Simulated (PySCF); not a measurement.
## Electron correlation in S (sulfur, neutral)

[Ne] 3s1 3p4 4s1, high-spin 5P determinant (an excited configuration). All numbers are calculated (PySCF 2.14, scalar relativity by spin-free X2C-1e, in aug-cc-pCVTZ-DK). Frozen: [Ne]; 6 electrons correlated.

```
  level  correlation energy (mhartree)
   CCSD                        -142.57
    (T)                         -12.66
CCSD(T)                        -155.23
```

Diagnostics: T1 = 0.021, D1 = 0.0500, largest double amplitude 0.215.

Q: Is a single reference adequate?

A: Not fully. The outer electron is Rydberg-like, and this basis confines it to a smaller radius and binds it less than a complete one would. A double-excitation amplitude exceeds 0.15, a sign of near-degeneracy.
